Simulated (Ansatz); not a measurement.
Consider the formal exchange of groups at a C–I bond: `IC1=[CH][AlH][CH2]1` + CH₄ → `CC1=[CH][AlH][CH2]1` + HI.

Computed with Ansatz on PBE0-D4/def2-TZVP structures; ΔE is electronic, products minus reactants. CCSD(T)/CBS adds triple-zeta CCSD(T) − MP2 to the extrapolated MP2 energy (def2 sets, frozen cores). This one scheme is used for every species. DFT in def2-TZVPP. B3LYP here is the variant with VWN-RPA as its local correlation; programs differ in this. def2 core potentials past Kr. For I outer-core shells are correlated without core-valence functions, which leaves a few kJ/mol of doubt a bond.

```
         level  ΔE (kJ/mol)
     r2SCAN-D4         20.1
      B3LYP-D4         17.9
    r2SCAN0-D4         12.4
  CAM-B3LYP-D4          5.8
           PBE         19.7
        revPBE         22.5
       r2SCANh         16.8
MP2/def2-TZVPP         23.5
```

Task: What does CCSD(T)/CBS give? (An estimate is asked.)

Result: The calculation gave: +16.7 kJ/mol. The listed levels differ from it by 3.4, 1.2, -4.3, -10.9, 3.0, 5.8, 0.1, 6.8 kJ/mol.

Task: What do rigid-rotor, harmonic-oscillator terms from PBE0-D4/def2-TZVP frequencies (298.15 K, 1 bar) make of the CCSD(T)/CBS value? (Estimate.)

Result: Ansatz gave: ΔZPE = -4.7 kJ/mol, ΔH = +11.1 kJ/mol, ΔS = 2 J/(mol·K), ΔG = +10.4 kJ/mol.

Largest T1 diagnostic among the species: 0.011.

From PBE to PBE0 (25 % exact exchange), in def2-TZVPP and without D4, ΔE moves by −8.8 kJ/mol. The D4 term adds +3.5 kJ/mol with B3LYP and +1.6 kJ/mol with PBE0; it sums over pairs of atoms, weighted by their polarisabilities, and B3LYP, whose exchange is more repulsive, gets the larger term.

CCSD(T)/CBS has its own doubt, a few kJ/mol and more with outer-core shells, so smaller differences from it don't rank the levels.
